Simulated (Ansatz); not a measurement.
Calculated with Ansatz (gas phase, PBE0-D4/def2-TZVP geometries, no zero-point term in ΔE). CBS: MP2 limit from def2 TZ/QZ plus the TZ coupled-cluster correction, frozen cores. DFT in def2-TZVPP. B3LYP here is the variant with VWN-RPA as its local correlation; programs differ in this. Each species was taken in one conformer, which may not be the lowest.

Reaction (redistribution): `C=C[SiH](C)F` + `CO[SiH](F)S[SiH2]Cl` → `C=C[SiH](F)S[SiH2]Cl` + `CO[SiH](C)F`

| level | ΔE (kcal/mol) | difference from CCSD(T)/CBS |
| --- | --- | --- |
| PBE-D4 | -2.5 | -0.4 |
| r2SCAN-D4 | -2.5 | -0.4 |
| PBE0-D4 | -2.5 | -0.4 |
| B3LYP-D4 | -2.6 | -0.5 |
| ωB97X-V | -2.2 | -0.1 |
| ωB97M-V | -2.3 | -0.2 |
| B2PLYP | -1.8 | 0.3 |
| PBE | -1.7 | 0.4 |
| r2SCAN | -2.3 | -0.2 |
| PBE0 | -1.8 | 0.3 |
| B3LYP | -1.4 | 0.7 |
| HF/def2-TZVPP | -1.1 | 1.0 |
| MP2/def2-TZVPP | -2.5 | -0.4 |
| SCS-MP2/def2-TZVPP | -2.2 | -0.1 |
| CCSD/def2-TZVPP | -2.0 | 0.1 |
| CCSD(T)/def2-TZVPP | -2.2 | -0.1 |
| HF/def2-QZVPP | -0.9 | 1.2 |
| MP2/def2-QZVPP | -2.4 | -0.3 |
| SCS-MP2/def2-QZVPP | -2.0 | 0.1 |
| HF/CBS(def2) | -0.9 | 1.2 |
| MP2/CBS(def2) | -2.4 | -0.3 |
| CCSD/CBS(def2) | -1.9 | 0.2 |
| CCSD(T)/CBS | -2.1 | 0 |

Largest T1 diagnostic among the species: 0.011.

In def2-TZVPP, CCSD(T) changes the Hartree–Fock value by −1.1 kcal/mol (the triples alone add −0.2 kcal/mol) and MP2 by −1.4 kcal/mol. The D4 term adds −1.2 kcal/mol with B3LYP and −0.7 kcal/mol with PBE0; it sums over pairs of atoms, weighted by their polarisabilities, and B3LYP, whose exchange is more repulsive, gets the larger term.

CCSD(T)/CBS has its own doubt, a few kJ/mol and more with outer-core shells, so smaller differences from it don't rank the levels.
